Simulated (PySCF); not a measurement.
# Ionisation energy along the 10-electron series

Calculated with PySCF 2.14 and a two-component X2C-1e Hamiltonian (Gaussian nucleus, no Breit or QED terms), each ion in its own even-tempered basis scaled to its charge; GMP2 freezes nothing and drops the highest virtual spinors. Values in eV. NIST values: (m) measured, (s) semi-empirical, (t) theoretical.

```csv
ion,configuration,GHF (spin-free),GMP2 (spin-free),GHF (screened spin-orbit),GMP2 (screened spin-orbit),NIST
Sn⁴⁰⁺,[Ne],6492.9,6494.4,6417.4,6418.9,6421 ± 3 (s)
Te⁴²⁺,[Ne],7116.9,7118.5,7027.7,7029.2,7022 ± 4 (t)
```

(1) Fill in the row of Sb⁴¹⁺.

Results:

(1) configuration: [Ne]; GHF (spin-free): 6801.2; GMP2 (spin-free): 6802.7; GHF (screened spin-orbit): 6719.0; GMP2 (screened spin-orbit): 6720.5; NIST: 6714 ± 4 (t).
